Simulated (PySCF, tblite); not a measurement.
Compound: C₄H₃ClF₂O₂.
Z-matrix (Å and degrees, GFN2-xTB geometry), rows numbered from 1:
```
C 
O   1  1.4237
C   2  1.3117  1  118.52
F   3  1.3295  2  116.21  1    -0.03
C   3  1.3569  2  123.91  1   179.99
F   5  1.3487  3  117.06  2    -0.01
C   5  1.4515  3  124.28  2  -180.00
O   7  1.1918  5  126.99  3     0.07
Cl  7  1.7600  5  111.86  3  -179.96
H   1  1.0870  2  105.32  3   179.92
H   1  1.0921  2  110.89  3   -60.94
H   1  1.0921  2  110.90  3    60.77
```

Computed, not measured: PBE0/def2-SVPD in PySCF (dipole) on a GFN2-xTB geometry, gas phase.

Masses are those of the commonest isotopes; rigid-rotor values at the optimised geometry. The values belong to one conformer with, in the numbering `[CH3:1][O:2]/[C:3]([F:4])=[C:5](\[F:6])[C:7](=[O:8])[Cl:9]`, C1–O2–C3–F4 0°, C3–C5–C7–O8 0°.

What are A, B and C (MHz)?

Ia = 158.69, Ib = 645.46, Ic = 800.95 u·Å²; 505379 MHz·u·Å²/I gives A = 3185, B = 783.0, C = 631.0 MHz.

What kind of rotor is it?

An asymmetric top. Ray's parameter κ = (2B − A − C)/(A − C) = -0.881; −1 is the prolate and +1 the oblate limit.

What does the inertial defect say?

Not planar: Δ = Ic − Ia − Ib = -3.20 u·Å². For a rigid frame Δ = −2 Σ m c², so Σ m c² = 1.60 u·Å² lies off the ab plane, practically all of it from hydrogen. The atom farthest from that plane is 0.89 Å away.

Give the other two planar moments, Paa and Pbb, and the rms extents of the mass along the axes.

Paa = Σ m a² = (Ib + Ic − Ia)/2 = 643.86 and Pbb = Σ m b² = (Ia + Ic − Ib)/2 = 157.09 u·Å². With the mass M = 155.98 u, the rms extents √(P/M) along a, b and c are 2.03, 1.00, 0.10 Å.

Give the coordinates in the principal-axis frame, origin at the centre of mass.

The sense of each axis is arbitrary; atoms in the order of the calculation.
| atom | mass (u) | a (Å) | b (Å) | c (Å) |
| --- | --- | --- | --- | --- |
| C1 | 12.000 | -3.571 | -0.213 | 0.000 |
| O2 | 15.995 | -2.257 | -0.761 | 0.000 |
| C3 | 12.000 | -1.236 | 0.063 | 0.000 |
| F4 | 18.998 | -1.527 | 1.360 | -0.001 |
| C5 | 12.000 | 0.061 | -0.339 | 0.000 |
| F6 | 18.998 | 0.291 | -1.668 | 0.001 |
| C7 | 12.000 | 1.197 | 0.565 | 0.000 |
| O8 | 15.995 | 1.165 | 1.756 | 0.001 |
| Cl9 | 34.969 | 2.726 | -0.306 | -0.001 |
| H10 | 1.008 | -4.239 | -1.070 | -0.002 |
| H11 | 1.008 | -3.740 | 0.394 | 0.892 |
| H12 | 1.008 | -3.739 | 0.396 | -0.891 |

Which lines would a microwave search look for?

The dipole components are |μa| = 5.34 D, |μb| = 0.82 D, |μc| = 0.00 D; the mirror of this Cs structure is the ab plane, so μc vanishes by symmetry and there are no c-type lines. The squared components, which scale the intensities, stand as 1.00 : 0.02 (a : b). Some lines, for components of 0.1 D or more:

```csv
type,branch,"J(Ka,Kc)",MHz,lower level (cm⁻¹)
b,R,"2(0,2) ← 1(1,1)",419,0.127
a,Q,"2(1,1) ← 2(1,2)",456,0.217
a,R,"1(0,1) ← 0(0,0)",1414,0.000
b,Q,"1(1,0) ← 1(0,1)",2554,0.047
a,R,"2(1,2) ← 1(1,1)",2676,0.127
b,Q,"2(1,1) ← 2(0,2)",2713,0.141
a,R,"2(0,2) ← 1(0,1)",2821,0.047
a,R,"2(1,1) ← 1(1,0)",2980,0.132
b,R,"1(1,1) ← 0(0,0)",3816,0.000
b,R,"2(1,2) ← 1(0,1)",5078,0.047
b,Q,"2(2,0) ← 2(1,1)",7212,0.232
b,Q,"2(2,1) ← 2(1,2)",7661,0.217
b,R,"2(2,1) ← 1(1,0)",10185,0.132
b,R,"2(2,0) ← 1(1,1)",10344,0.127
```

Estimate the classical rotational partition function at 10 K, 25 K and 50 K.

Point group Cs, symmetry number σ = 1; q = (√π/σ)·√((kT/h)³/(ABC)), k/h = 20836.6 MHz/K: 4250 at 10 K, 16800 at 25 K, 47500 at 50 K.

Its GFN2-xTB frequencies are all real (lowest 48 cm⁻¹). Zero-point vibration and centrifugal distortion are left out. A rigid rotor knows nothing of internal rotation, which can split or shift real lines. Quadrupole hyperfine structure (35Cl) is left out.

The run took 39 s of wall time (grids of density and orbitals included) on an Arm Neoverse V2 with one thread, shared host with 96 logical CPUs at a one-minute load of 28, and the process peaked at 0.86 GiB of memory. This is the PBE0/def2-SVPD job that gave the dipole, with the excitations it also computed.
